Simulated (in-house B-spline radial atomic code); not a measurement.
Orbital energies and mean radii along the 13-electron series, configuration 1s2 2s2 2p6 3s2 3p1/2(1). The effective charge is n√(-2ε), a non-relativistic measure. Computed with an all-electron radial atomic-structure program (B-spline basis): Dirac-Hartree-Fock, jj configuration that fills j = l - 1/2 first, finite nuclei.

| ion | Z | energy of 3p1/2 (Eh) | mean radius of 3p1/2 (bohr) | energy of 2p1/2 (Eh) | mean radius of 2p1/2 (bohr) | energy of 1s1/2 (Eh) | mean radius of 1s1/2 (bohr) | energy of 2p3/2 (Eh) | mean radius of 2p3/2 (bohr) | effective charge of 3p1/2 |
| --- | --- | --- | --- | --- | --- | --- | --- | --- | --- | --- |
| Ho54+ | 67 | -193.51 | 0.19635 | -475.97 | 0.071789 | -2207.79 | 0.020721 | -443.16 | 0.078621 | 59.018 |
| Er55+ | 68 | ? | ? | ? | ? | ? | ? | ? | ? | ? |
| Tm56+ | 69 | -208.14 | 0.189 | -511.35 | 0.069033 | -2357.23 | 0.019995 | -473.87 | 0.076083 | 61.209 |
| Yb57+ | 70 | -215.69 | 0.18549 | -529.64 | 0.067711 | -2434.19 | 0.019646 | -489.63 | 0.07487 | 62.31 |
| Lu58+ | 71 | -223.41 | 0.18208 | -548.33 | 0.066424 | -2512.69 | 0.019305 | -505.65 | 0.073694 | 63.414 |
| Hf59+ | 72 | ? | ? | ? | ? | ? | ? | ? | ? | ? |
| Ta60+ | 73 | -239.33 | 0.17555 | -586.95 | 0.063948 | -2674.4 | 0.018649 | -538.5 | 0.071442 | 65.635 |
| W61+ | 74 | -247.54 | 0.17242 | -606.9 | 0.062757 | -2757.64 | 0.018333 | -555.32 | 0.070363 | 66.751 |
| Re62+ | 75 | -255.92 | 0.16937 | -627.28 | 0.061594 | -2842.51 | 0.018024 | -572.41 | 0.069314 | 67.872 |
| Os63+ | 76 | ? | ? | ? | ? | ? | ? | ? | ? | ? |
| Ir64+ | 77 | -273.2 | 0.16352 | -669.38 | 0.05935 | -3017.23 | 0.017426 | -607.4 | 0.067302 | 70.126 |

(1) Fill in the row of Er55+.

(2) Fill in the row of Hf59+.

(3) Fill in the row of Os63+.

(4) How does the screening of 3p1/2 change?

Answers

(1) energy of 3p1/2 (Eh): -200.74; mean radius of 3p1/2 (bohr): 0.19262; energy of 2p1/2 (Eh): -493.46; mean radius of 2p1/2 (bohr): 0.070392; energy of 1s1/2 (Eh): -2281.76; mean radius of 1s1/2 (bohr): 0.020353; energy of 2p3/2 (Eh): -458.38; mean radius of 2p3/2 (bohr): 0.077332; effective charge of 3p1/2: 60.112.

(2) energy of 3p1/2 (Eh): -231.29; mean radius of 3p1/2 (bohr): 0.17877; energy of 2p1/2 (Eh): -567.43; mean radius of 2p1/2 (bohr): 0.06517; energy of 1s1/2 (Eh): -2592.76; mean radius of 1s1/2 (bohr): 0.018973; energy of 2p3/2 (Eh): -521.94; mean radius of 2p3/2 (bohr): 0.072551; effective charge of 3p1/2: 64.522.

(3) energy of 3p1/2 (Eh): -264.47; mean radius of 3p1/2 (bohr): 0.16641; energy of 2p1/2 (Eh): -648.1; mean radius of 2p1/2 (bohr): 0.060459; energy of 1s1/2 (Eh): -2929.02; mean radius of 1s1/2 (bohr): 0.017722; energy of 2p3/2 (Eh): -589.77; mean radius of 2p3/2 (bohr): 0.068294; effective charge of 3p1/2: 68.996.

(4) Z less the effective charge goes from 7.98 at Z = 67 to 6.87 at Z = 77.
